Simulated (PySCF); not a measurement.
**Polarisability and C₆ of Ca⁺ (calcium, charge +1)**

[Ar] 4s1, 2S determinant. Calculation: PySCF 2.14, in dyall-av2z (17s13p4d, 76 functions); the non-relativistic Hamiltonian (point nucleus). Coupled (time-dependent) response in atomic units; α is the mean over directions. A double-zeta set is small for polarisabilities.

```csv
method,mean α (bohr³),C₆ (like pair),S(−4)
TPSS,96.13,756.4,9007
```

S(−4) is the Cauchy moment in α(ω) = α(0) + S(−4) ω² + …

α(iu) at TPSS:

| u (hartree) | α(iu) (bohr³) |
| --- | --- |
| 0 | 96.13 |
| 0.0500 | 78.01 |
| 0.100 | 50.46 |
| 0.200 | 22.38 |
| 0.300 | 12.82 |
| 0.500 | 6.672 |
| 0.750 | 4.251 |
| 1.00 | 3.129 |
| 1.50 | 1.962 |
| 2.00 | 1.342 |
| 3.00 | 0.7267 |
| 5.00 | 0.3043 |

For an ion, C₆ is the dispersion term alone; charge-induced terms of lower order in 1/R come first.
